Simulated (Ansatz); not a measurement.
Reaction (redistribution): `BC1=CC1` + `[SiH3]O[SiH](Cl)O[SiH3]` → `B[SiH](Cl)O[SiH3]` + `[SiH3]OC1=CC1`

Computed with Ansatz on PBE0-D4/def2-TZVP structures; ΔE is electronic, products minus reactants. CCSD(T)/CBS is the MP2 limit (def2-TZVPP, def2-QZVPP) plus CCSD(T) − MP2 in def2-TZVPP, frozen cores. DFT in def2-TZVPP. B3LYP here is the variant with VWN-RPA as its local correlation; programs differ in this. Each species was taken in one conformer, which may not be the lowest.

```tsv
level	ΔE (eV)	difference from CCSD(T)/CBS
PBE-D4	2.79	-0.25
r2SCAN-D4	3.01	-0.03
PBE0-D4	2.85	-0.19
B3LYP-D4	2.86	-0.18
ωB97X-V	2.84	-0.20
ωB97M-V	3.01	-0.03
B2PLYP	2.94	-0.10
PBE	2.75	-0.29
r2SCAN	3.00	-0.04
PBE0	2.82	-0.22
B3LYP	2.80	-0.24
HF/def2-TZVPP	2.75	-0.29
MP2/def2-TZVPP	3.16	0.12
SCS-MP2/def2-TZVPP	3.03	-0.01
CCSD/def2-TZVPP	2.94	-0.10
CCSD(T)/def2-TZVPP	2.98	-0.06
HF/def2-QZVPP	2.78	-0.26
MP2/def2-QZVPP	3.20	0.16
SCS-MP2/def2-QZVPP	3.07	0.03
HF/CBS(def2)	2.79	-0.25
MP2/CBS(def2)	3.21	0.17
CCSD/CBS(def2)	2.99	-0.05
CCSD(T)/CBS	3.04	0
```

Largest T1 diagnostic among the species: 0.012.

The D4 term adds +0.06 eV with B3LYP and +0.03 eV with PBE0; it sums over pairs of atoms, weighted by their polarisabilities, and B3LYP, whose exchange is more repulsive, gets the larger term. From PBE to PBE0 (25 % exact exchange), in def2-TZVPP and without D4, ΔE moves by +0.07 eV. In def2-TZVPP, CCSD(T) changes the Hartree–Fock value by +0.24 eV (the triples alone add +0.04 eV) and MP2 by +0.41 eV.
